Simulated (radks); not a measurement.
The numbers below are computed, except where a source is named.
Species: neutral iron. Configuration: [Ar] 3d6 4s2. Level of theory: Dirac Kohn-Sham, relativistic LDA (MacDonald-Vosko exchange, VWN5 correlation), spin-unpolarised, spherical densities, finite nucleus; open shells are shared between the two j in proportion to 2j + 1; Fermi nuclear charge, rms radius 3.7377 fm (a radial shooting solver on a logarithmic mesh with Libxc functionals). Some entries of the table are withheld. Estimate them.

orbital  occ.  eigenvalue (eV)  <r> (bohr)  r(max) (bohr)
1s1/2       2        -6963.290     0.05865        0.03840
2s1/2       2        -816.0897      0.2677         0.2232
2p1/2       2        -705.3335      0.2339         0.1782
2p3/2       4        -692.9318      0.2369         0.1807
3s1/2       2         -93.3040      0.8130         0.7018
3p1/2       2         -60.9023         (1)         0.7081
3p3/2       4         -59.3542         (2)         0.7154
3d3/2     2.4          -7.8694       1.136         0.7057
3d5/2     3.6          -7.7164       1.143         0.7085
4s1/2       2          -5.4727       2.967          2.393
4p1/2       0              (3)       4.295          3.268
4p3/2       0              (4)       4.349          3.310
5s1/2       0          -0.0301         (5)          9.771

Answer. 
(1) 3p1/2 <r> (bohr): 0.8527
(2) 3p3/2 <r> (bohr): 0.8623
(3) 4p1/2 eigenvalue (eV): -1.4635
(4) 4p3/2 eigenvalue (eV): -1.4159
(5) 5s1/2 <r> (bohr): 17.54
